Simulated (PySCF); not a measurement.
## Heteronuclear NMR

Geometry (Å), atoms numbered from 1 in this order:
```xyz
23

C    -1.633    0.134    1.312
C    -1.002   -0.006   -0.076
C    -1.475   -1.329   -0.694
C    -1.472    1.170   -0.944
C     0.515   -0.002   -0.021
C     1.244    0.116    1.157
C     2.630    0.110    1.113
C     3.252   -0.014   -0.117
N     2.578   -0.126   -1.249
C     1.261   -0.119   -1.195
H    -1.346   -0.693    1.958
H    -1.343    1.071    1.782
H    -2.717    0.126    1.221
H    -1.109   -1.442   -1.711
H    -2.562   -1.362   -0.717
H    -1.116   -2.171   -0.106
H    -1.106    2.111   -0.537
H    -1.111    1.076   -1.964
H    -2.559    1.205   -0.968
H     0.751    0.212    2.112
H     3.210    0.200    2.019
H     4.331   -0.024   -0.208
H     0.776   -0.215   -2.158
```

- geometry from GFN2-xTB
- NMR shieldings at PBE0/pcSseg-1/GIAO
- run in PySCF 2.14.0 with density-fitted response routines
- isolated molecule, one computed conformer, rapidly exchanging positions averaged, no relativistic terms

What are the ¹⁵N shifts?

## Answers


| atoms | environment | σ (ppm) | δ (ppm) |
| --- | --- | --- | --- |
| N9 | pyridine-type ring nitrogen | -91.9 | -63.4 |

Shieldings were converted by a linear fit to measured shifts: ¹⁵N (scatter 6.3 ppm rms vs CH3NO2, solution or neat liquid). A few per cent of atoms miss by over 2 rms, more outside the fitted compound classes.

On a 300 MHz spectrometer ¹⁵N resonates near 30.4 MHz, so 1 ppm is 30.4 Hz.
